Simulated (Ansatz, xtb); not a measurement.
# Ranking isomers of BF3PSi

9 gas-phase structures of BF3PSi, found in a search over its isomers (lower ones may exist). Each was relaxed with GFN2-xTB; where two conformers were screened, the lower at r2SCAN-D4/def2-SVP is listed:

A. `FB(F)[Si](F)=[P]`, a doublet
B. `FB1[P][Si]1(F)F`, a doublet
C. a doublet given by its coordinates
D. `FB=P[Si](F)F`, a doublet
E. `F[B-](=[P])[Si+](F)F`, a doublet
F. `F[Si](F)(F)B=[P]`, a doublet
G. `F[B-](F)(F)[Si+]=[P]`, a doublet
H. a doublet given by its coordinates
I. `FP=B[Si](F)F`, a doublet

H (Å):

```yaml
atoms:
  - { symbol: B, position_ang: [-1.2601, -1.6823, -0.4347] }
  - { symbol: F, position_ang: [-1.9423, 0.7137, 3.3250] }
  - { symbol: F, position_ang: [-1.2267, -2.8607, 0.1898] }
  - { symbol: F, position_ang: [-0.9404, -1.7525, -1.7164] }
  - { symbol: P, position_ang: [-1.7508, -0.1208, 0.4118] }
  - { symbol: Si, position_ang: [-1.8129, -0.6666, 2.4861] }
```

Close contacts (Å): B1–F3 1.33, B1–F4 1.32, B1–P5 1.84, F2–Si6 1.62, P5–Si6 2.15.

C (Å):

```yaml
atoms:
  - { symbol: B, position_ang: [-2.0623, -0.1573, 0.4790] }
  - { symbol: F, position_ang: [-2.6765, -0.7280, -0.5944] }
  - { symbol: F, position_ang: [-2.8861, 0.1223, 1.4974] }
  - { symbol: F, position_ang: [-1.2473, 0.8761, 0.1239] }
  - { symbol: P, position_ang: [-0.6765, -1.6945, 1.1907] }
  - { symbol: Si, position_ang: [0.2424, -1.6548, -0.7389] }
```

Close contacts (Å): B1–F2 1.36, B1–F3 1.34, B1–F4 1.36, B1–P5 2.19, P5–Si6 2.14.

Q: Which do you expect lowest at r2SCAN-D4/def2-SVP, and how would the others follow?

A: Calculated order at r2SCAN-D4/def2-SVP: B (0.0), H (0.3), A (7.5), D (13.1), F (14.8), C (27.8), E (30.2), G (31.3), I (66.8) kcal/mol. Less than 1 kcal/mol parts B and H, so the order within that pair means little. CCSD(T)/def2-SVP after further relaxation puts H lowest instead.

Energies above the lowest of each column, in kcal/mol; the last columns are at PBE-D3(BJ)/def2-SVP geometries and were run for some of them only (a dash: not run or not comparable):

| structure | GFN2-xTB | HF/STO-3G | r2SCAN-D4/def2-SVP | PBE-D3(BJ)/def2-SVP | CCSD(T)/def2-SVP |
| --- | --- | --- | --- | --- | --- |
| B | 12.6 | 50.2 | 0.0 | 0.5 | 2.5 |
| H | 1.6 | 0.0 | 0.3 | 0.0 | 0.0 |
| A | 7.2 | 0.7 | 7.5 | 9.7 | 6.6 |
| D | 14.5 | 45.9 | 13.1 | 12.0 | – |
| F | 0.0 | 58.5 | 14.8 | 20.4 | – |
| C | 13.9 | 26.1 | 27.8 | – | – |
| E | 18.4 | 50.5 | 30.2 | – | – |
| G | 14.0 | 24.9 | 31.3 | – | – |
| I | 22.8 | 113.6 | 66.8 | – | – |

CCSD(T)/def2-SVP puts H lowest of those it was run on; GFN2-xTB picks F. CCSD(T)/def2-SVP orders those it was run on as H (0.0), B (2.5), A (6.6) kcal/mol. Some further structures that were screened fall inside this span and aren't listed. Flexible structures stand in one conformer each, not always the lowest. Frequencies (PBE-D3(BJ)/def2-SVP) were run for A, B, H alone. Open shells are spin-unrestricted, some with notable spin contamination.

Over these structures GFN2-xTB departs from r2SCAN-D4/def2-SVP by 11.9 kcal/mol on average once a common shift is removed. A GFN2-xTB relaxation took about 0.14 s and the r2SCAN-D4/def2-SVP energy about 4.5 s on a shared host (Ansatz 0.2.0, xtb 6.7.1).
